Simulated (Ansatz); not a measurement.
Calculated with Ansatz (gas phase, PBE0-D4/def2-TZVP geometries, no zero-point term in ΔE). CCSD(T)/CBS adds triple-zeta CCSD(T) − MP2 to the extrapolated MP2 energy (def2 sets, frozen cores). DFT in def2-TZVPP. One conformer a species, not always the lowest.

`COC(=N)[SiH2]F` + `CN[SiH2]O` → `CN([SiH2]O)[SiH2]F` + `COC=N`  (ligand exchange at the Si–C bond)

| species | r2SCAN energy (Eh) |
| --- | --- |
| `COC(=N)[SiH2]F` | -599.13831 |
| `CN[SiH2]O` | -461.81446 |
| `CN([SiH2]O)[SiH2]F` | -851.83785 |
| `COC=N` | -209.14635 |

Work out ΔE.

ΔE = (-851.83785) + (-209.14635) − (-599.13831) − (-461.81446) = -0.03143 Eh = -82.5 kJ/mol. CCSD(T)/CBS gives -87.9 kJ/mol.

Largest T1 diagnostic among the species: 0.014.

The D4 term adds −5.3 kJ/mol with B3LYP and −2.9 kJ/mol with PBE0; it sums over pairs of atoms, weighted by their polarisabilities, and B3LYP, whose exchange is more repulsive, gets the larger term. From PBE to PBE0 (25 % exact exchange), in def2-TZVPP and without D4, ΔE moves by −6.5 kJ/mol.

B3LYP here is the variant with VWN-RPA as its local correlation; programs differ in this.
